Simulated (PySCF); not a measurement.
Species: C5H6AlF3O2.
Z-matrix (Å and degrees, PBE0-D3(BJ)/def2-SVP geometry), rows numbered from 1:
```
F 
C   1  1.3367
F   2  1.3364  1  107.48
F   2  1.3339  1  107.67  3   115.71
C   2  1.5128  1  111.17  3  -122.15
C   5  1.5009  2  112.77  1    61.13
C   6  1.4029  5  120.20  2   -87.45
O   7  1.2630  6  126.23  5   177.87
Al  8  1.8703  7  127.88  6     0.01
O   9  1.8725  8   92.12  7    -1.59
C  10  1.2624  9  127.74  8     1.77
H   5  1.1000  2  107.16  1  -175.97
H   5  1.1001  2  107.04  1   -61.83
H   7  1.1050  6  117.97  5    -2.30
H   9  1.5867  8  108.69  7   109.08
H   9  1.5851  8  109.48  7  -112.78
H  11  1.1051  6  117.88  5     2.46
```

The closed-shell ground state was solved at several levels (PySCF, density fitting, gas phase, non-relativistic).

```csv
level,basis functions,total energy (Eh),HOMO (eV),LUMO (eV),gap (eV),dipole (D)
PBE0/pcSseg-1,224,-885.7838,-7.47,-2.64,4.83,3.75
CAM-B3LYP/def2-SVPD,287,-885.9027,-8.77,-1.65,7.12,3.81
```

Problem. Estimate the row for KT2/pcSseg-2, a basis of 487 functions; the other rows only guide the guess.

Solution. Total energy -898.6070 Eh, HOMO -6.35 eV, LUMO -3.53 eV, gap 2.82 eV, dipole 3.46 D.

Problem. Over all these levels, which gives the widest orbital gap and which the narrowest?

Solution. CAM-B3LYP/def2-SVPD (range-separated hybrid) has the widest, 7.12 eV, and KT2/pcSseg-2 (GGA) the narrowest, 2.82 eV. Functional and basis both differ between the two, so the spread mixes both effects.

Problem. How far do the dipole and the HOMO energy spread over the levels?

Solution. The dipole runs from 3.46 to 3.81 D (mean 3.67 D) and the HOMO from -8.77 to -6.35 eV.

One conformer stands for the species.
